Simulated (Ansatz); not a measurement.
Geometry optimisation, RHF/def2-SVP in Ansatz 0.2.0.

Input:

```yaml
crystal:
  periodic: [false, false, false]
  atoms:
    - { symbol: Zr, position_ang: [-0.251862, -0.279274, -0.025961] }
    - { symbol: "N", position_ang: [-0.457291, -0.28073, 2.117727] }
    - { symbol: H, position_ang: [-1.347371, -0.27691, 2.588587] }
    - { symbol: H, position_ang: [0.216038, -0.700769, 2.736093] }
    - { symbol: O, position_ang: [1.573781, -0.423247, -0.504206] }
    - { symbol: H, position_ang: [2.444187, -0.467211, -0.86108] }
    - { symbol: Cl, position_ang: [-1.492514, 1.489255, -1.048315] }
    - { symbol: Cl, position_ang: [-1.289128, -2.289381, -0.794699] }
    - { symbol: O, position_ang: [1.152346, 2.216548, 1.540972] }
    - { symbol: Si, position_ang: [2.690897, 2.604806, 2.000186] }
    - { symbol: H, position_ang: [3.435233, 1.390306, 2.418653] }
    - { symbol: H, position_ang: [3.358206, 3.216918, 0.836199] }
    - { symbol: H, position_ang: [2.687952, 3.554253, 3.137235] }
    - { symbol: H, position_ang: [0.564226, 1.732735, 2.144511] }
basis:
  gaussian: { orbitals: def2-SVP }
hamiltonian:
  xc: hf
relax:
  f_tol: 0.03
  max_steps: 50
output:
  orbitals: {}
```

Launched with:

```bash
$ ansatz run input.yaml --threads 4 --pin off --max-ram 5120MiB --backend cpu --events-out ev --progress --plain --runs-dir out
```

**Question.** Where does it end, and by what steps?

**Answer.** It converged. After 20 steps the energy has fallen by 0.602 eV; H3 moved furthest, 1.22 Å. Joined: Zr1–O9 (3.26 → 2.36 Å).

| step | energy less start (eV) | largest force component (eV/Å) | accepted |
| --- | --- | --- | --- |
| 0 | 0.0000 | 1.769 | yes |
| 1 | -0.0820 | 1.436 | yes |
| 2 | -0.1755 | 0.330 | yes |
| 3 | -0.2500 | 0.813 | yes |
| 4 | -0.2907 | 1.041 | yes |
| 5 | -0.3436 | 1.072 | yes |
| 6 | -0.4034 | 0.505 | yes |
| 7 | -0.4564 | 1.072 | yes |
| 8 | -0.4869 | 0.911 | yes |
| 9 | -0.5311 | 0.461 | yes |
| 10 | -0.5543 | 0.478 | yes |
| 11 | -0.5662 | 0.478 | yes |
| 12 | -0.5817 | 0.382 | yes |
| 13 | -0.5921 | 0.190 | yes |
| 14 | -0.5955 | 0.154 | yes |
| 15 | -0.5980 | 0.103 | yes |
| 16 | -0.6004 | 0.099 | yes |
| 17 | -0.6012 | 0.108 | yes |
| 18 | -0.6019 | 0.086 | yes |
| 19 | -0.6023 | 0.048 | yes |
| 20 | -0.6025 | 0.024 | yes |

```xyz
14
Properties=species:S:1:pos:R:3
Zr -0.031 0.118 0.362
N -0.502 -0.616 2.195
H -1.062 -1.439 2.337
H -0.188 -0.273 3.085
O 1.865 0.038 -0.115
H 2.526 -0.455 -0.571
Cl -1.419 1.987 -0.400
Cl -0.901 -1.691 -0.972
O 0.943 1.873 1.595
Si 2.609 2.243 1.705
H 3.300 1.076 2.264
H 3.137 2.658 0.400
H 2.673 3.379 2.649
H 0.335 2.587 1.752
```

Whether the end is a true minimum wasn't checked by a vibrational analysis.

The run took 64 s on 4 threads of Arm Neoverse V1, with other jobs on the host, peak memory 0.52 GiB.
